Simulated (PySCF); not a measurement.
Vertical excitations of a molecule C3H9BO3 from TDA-B3LYP/def2-SVPD in PySCF, as energy in eV (oscillator strength): 7.17 (0.000), 7.17 (0.000), 8.01 (0.054), 8.11 (0.001), 8.11 (0.000), 8.12 (0.001). Lowest triplet (TDA): 7.08 eV. The structure is a stationary point at PBE0-D3(BJ)/def2-SVP. One conformer was computed; it need not be the lowest.

Task: Which molecule gave these data?
(A) CB(O)OCCO
(B) COCB(O)CO
(C) COB(OC)OC
(D) CC(C)(O)B(O)O

Result: C, COB(OC)OC
